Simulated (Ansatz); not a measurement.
Geometry optimisation, UKS PBE0-D4/STO-3G (Ansatz 0.2.0).

The input (input.yaml):

```yaml
crystal:
  periodic: [false, false, false]
  atoms:
    - { symbol: C, position_ang: [0.5359, 0.8418, 1.8364] }
    - { symbol: C, position_ang: [0.8259, 0.1927, 0.5068] }
    - { symbol: Si, position_ang: [1.108, -1.6302, 0.7663] }
    - { symbol: Al, position_ang: [-0.5758, 0.4128, -0.8264] }
    - { symbol: C, position_ang: [-0.4633, -0.3916, -2.6587] }
    - { symbol: "N", position_ang: [-2.2438, 1.3546, -0.3439] }
    - { symbol: H, position_ang: [-0.4034, 0.4516, 2.2781] }
    - { symbol: H, position_ang: [1.3664, 0.794, 2.5361] }
    - { symbol: H, position_ang: [0.3251, 1.9885, 1.6947] }
    - { symbol: H, position_ang: [1.7488, 0.6535, 0.1031] }
    - { symbol: H, position_ang: [1.4849, -2.2673, -0.4765] }
    - { symbol: H, position_ang: [-0.0521, -2.2545, 1.3406] }
    - { symbol: H, position_ang: [2.1999, -1.775, 1.7158] }
    - { symbol: H, position_ang: [0.495, -0.8735, -2.7098] }
    - { symbol: H, position_ang: [-0.5415, 0.4049, -3.3969] }
    - { symbol: H, position_ang: [-1.2667, -1.0922, -2.7868] }
    - { symbol: H, position_ang: [0.37183, 1.61473, -0.65624] }
    - { symbol: H, position_ang: [-1.962, 2.3131, -0.0273] }
magnetization:
  spin_polarized: true
basis:
  gaussian: { orbitals: STO-3G }
hamiltonian:
  xc: pbe0
  dispersion: d4
relax:
  f_tol: 0.02
  max_steps: 50
```

Launched with:

```bash
$ ansatz run input.yaml --threads 1 --pin off --max-ram 2048MiB --backend cpu --events-out ev --progress --plain --runs-dir out
```

Problem. Where does it end, and by what steps?

Solution. The run converged. The force dipped under the threshold on the way, but the program's further checks kept it going. Limits of this set-up: minimal basis. After 37 steps the energy has fallen by 6.024 eV; H17 moved furthest, 2.69 Å. Parted: Al4–H17 (1.54 → 2.47 Å). Joined: N6–H17 (2.65 → 1.03 Å).

```csv
step,energy less start (eV),largest force component (eV/Å),accepted
0,0.0000,3.595,yes
2,-1.0950,0.699,yes
4,-1.5163,0.902,yes
6,-1.7297,1.168,yes
8,-2.3620,2.479,yes
10,-4.8379,1.791,yes
12,-5.4738,1.088,yes
14,-5.7256,1.441,yes
16,-5.9348,0.357,yes
18,-5.9671,1.323,no
20,-6.0159,0.150,yes
22,-6.0196,0.045,yes
24,-6.0208,0.053,yes
26,-6.0219,0.087,yes
28,-6.0228,0.074,yes
30,-6.0232,0.063,yes
32,-6.0235,0.012,yes
34,-6.0224,0.203,no
36,-6.0235,0.107,no
37,-6.0238,0.005,yes
```

```xyz
18
Properties=species:S:1:pos:R:3
C 0.774 0.911 1.783
C 0.962 0.041 0.512
Si 0.844 -1.779 0.942
Al -0.250 0.510 -0.893
C -0.135 -0.210 -2.654
N -1.529 1.608 -0.537
H -0.225 0.775 2.221
H 1.505 0.665 2.567
H 0.887 1.983 1.563
H 1.985 0.207 0.148
H 1.133 -2.596 -0.214
H -0.490 -2.106 1.387
H 1.763 -2.146 1.995
H 0.891 -0.204 -3.035
H -0.748 0.341 -3.373
H -0.469 -1.253 -2.687
H -2.244 1.933 -1.206
H -1.700 2.059 0.375
```

Whether the end is a true minimum wasn't checked by a vibrational analysis.

Time of the run: 8.2 min on 1 thread of Arm Neoverse N1, on a shared host, peak memory 0.22 GiB.
